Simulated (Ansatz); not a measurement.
Consider the ligand exchange at a B–C bond: `NB(F)/C=C/[SiH3]` + CH₃OH → `COB(N)F` + `C=C[SiH3]`.

Calculated with Ansatz (gas phase, PBE0-D4/def2-TZVP geometries, no zero-point term in ΔE). CBS: MP2 limit from def2 TZ/QZ plus the TZ coupled-cluster correction, frozen cores. This one scheme is used for every species. DFT in def2-TZVPP. Each species was taken in one conformer, which may not be the lowest.

`NB(F)/C=C/[SiH3]`:

Cartesian coordinates in Å:
```
N -2.298 1.541 -0.751
B -1.046 0.972 -0.986
F -0.478 1.174 -2.188
C -0.290 0.122 0.078
C 0.911 -0.422 -0.150
Si 1.847 -1.444 1.092
H -2.783 2.089 -1.440
H -2.789 1.437 0.119
H -0.754 -0.041 1.052
H 1.361 -0.250 -1.129
H 1.047 -1.544 2.341
H 2.107 -2.810 0.563
H 3.165 -0.823 1.400
```

CH₃OH:

Z-matrix (Å, degrees):
```
C
O 1 1.409
H 1 1.097 2 112.4
H 1 1.090 2 107.0 3 -118.5
H 1 1.097 2 112.4 3 123.0
H 2 0.959 1 108.5 3 -61.6
```

`COB(N)F`:

Cartesian coordinates in Å:
```
C 1.574 0.040 -0.619
O 0.356 0.594 -0.167
B -0.648 -0.212 0.266
N -1.859 0.331 0.712
F -0.486 -1.548 0.270
H 2.236 0.867 -0.877
H 1.424 -0.584 -1.505
H 2.050 -0.567 0.156
H -2.028 1.319 0.728
H -2.617 -0.239 1.037
```

`C=C[SiH3]`:

Cartesian coordinates in Å:
```
C 0.711 1.094 -0.827
C 0.075 0.676 0.265
Si -0.539 -1.065 0.479
H 0.906 0.428 -1.663
H 1.063 2.115 -0.937
H -0.090 1.393 1.068
H 0.089 -1.706 1.667
H -0.202 -1.850 -0.738
H -2.013 -1.085 0.686
```

| level | ΔE (kcal/mol) |
| --- | --- |
| ωB97X-V | -25.0 |
| MP2/def2-TZVPP | -24.9 |
| CCSD/def2-TZVPP | -25.6 |
| HF/CBS(def2) | -28.7 |

Problem. What does CCSD(T)/CBS give? (An estimate is asked.)

Solution. The calculation gave: -24.6 kcal/mol. The listed levels differ from it by -0.4, -0.3, -1.0, -4.1 kcal/mol.

Largest T1 diagnostic among the species: 0.012.

From PBE to PBE0 (25 % exact exchange), in def2-TZVPP and without D4, ΔE moves by −1.2 kcal/mol. In def2-TZVPP, CCSD(T) changes the Hartree–Fock value by +3.7 kcal/mol (the triples alone add +0.6 kcal/mol) and MP2 by +3.8 kcal/mol.
